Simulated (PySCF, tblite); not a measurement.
Compound: C6H7F (charge +1 and doublet state).
SMILES with atom numbers: `[CH3:1][C+:2]1[CH:3]=[CH:4][CH2:5][C:6]1[F:7]` (hydrogens: H8, H9, H10 on C1; H11 on C3; H12 on C4; H13, H14 on C5)

Jobs on this species (14 atoms, 51 electrons) with PySCF (density fitting) and tblite. Hardware of each: one thread of an Intel Xeon at 2.70 GHz, no GPU (shared host). Times come from a shared host and carry two figures at best.

```
                                                      level and settings                                                               work  basis functions  SCF cycles  wall time
                                                                GFN2-xTB                                      Hessian by finite differences                –           –     0.89 s
UKS B3LYP, pcH-1 on C F H, non-relativistic, mean-field spin-orbit, GIAO  unrestricted SCF, g, hyperfine, density and orbital grids written              245           ?          ?
                                                                GFN2-xTB                                                  L-BFGS relaxation                –           –      0.7 s
```

Problem. Fill in the missing figures.

Solution. 
- UKS B3LYP, pcH-1 on C F H, non-relativistic, mean-field spin-orbit, GIAO; unrestricted SCF, g, hyperfine, density and orbital grids written: 78 s, 14 SCF cycles

Problem. What do all jobs in the table cost together?

Solution. About 80 s; the longest takes about 98 % of that, and about 110 times as long as the shortest.
